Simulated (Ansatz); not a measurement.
Consider the atomization: `[SH][Ge]([SH])[SH]`• → Ge• + 3 H• + 3 S•.

Calculated with Ansatz (gas phase, PBE0-D4/def2-TZVP geometries, no zero-point term in ΔE). CCSD(T)/CBS adds triple-zeta CCSD(T) − MP2 to the extrapolated MP2 energy (def2 sets, frozen cores). This one scheme is used for every species, atoms too. Functionals use def2-TZVPP. B3LYP here is the variant with VWN-RPA as its local correlation; programs differ in this. No spin–orbit coupling; open shells (•) take unrestricted orbitals. Spin–orbit coupling would lower the free atoms: a little for S; clearly for Ge. For Ge outer-core shells are correlated without core-valence functions, so the limit isn't a true one: a few kJ/mol of doubt a bond, and 10 to 20 or more in all where bonds break to atoms. Scalar relativity is left out up to krypton. Each species was taken in one conformer, which may not be the lowest.

| level | ΔE (kJ/mol) | difference from CCSD(T)/CBS |
| --- | --- | --- |
| r2SCAN-D4 | 1952.1 | 37.7 |
| B3LYP-D4 | 1906.3 | -8.1 |
| ωB97X-V | 1936.9 | 22.5 |
| B2PLYP | 1869.2 | -45.2 |
| PBE | 1947.2 | 32.8 |
| r2SCAN | 1946.7 | 32.3 |
| PBE0 | 1904.8 | -9.6 |
| B3LYP | 1866.4 | -48.0 |
| HF/def2-TZVPP | 1267.7 | -646.7 |
| MP2/def2-TZVPP | 1872.7 | -41.7 |
| CCSD/def2-TZVPP | 1801.1 | -113.3 |
| CCSD(T)/def2-TZVPP | 1849.5 | -64.9 |
| HF/def2-QZVPP | 1267.5 | -646.9 |
| MP2/def2-QZVPP | 1909.9 | -4.5 |
| SCS-MP2/def2-QZVPP | 1897.2 | -17.2 |
| MP2/CBS(def2) | 1937.6 | 23.2 |
| CCSD(T)/CBS | 1914.4 | 0 |

Largest T1 diagnostic among the species: 0.015.

In def2-TZVPP, CCSD(T) changes the Hartree–Fock value by +581.8 kJ/mol (the triples alone add +48.4 kJ/mol) and MP2 by +605.0 kJ/mol; breaking electron pairs costs correlation energy, which Hartree–Fock lacks. From PBE to PBE0 (25 % exact exchange), in def2-TZVPP and without D4, ΔE moves by −42.4 kJ/mol: exact exchange takes away binding that semilocal exchange gives to molecules.

For atomizations the MP2-based limit and the directly extrapolated one differ by several kJ/mol either way, and by 10 to 25 for some Ge, Se and Sn compounds, so smaller differences from it don't rank the levels.
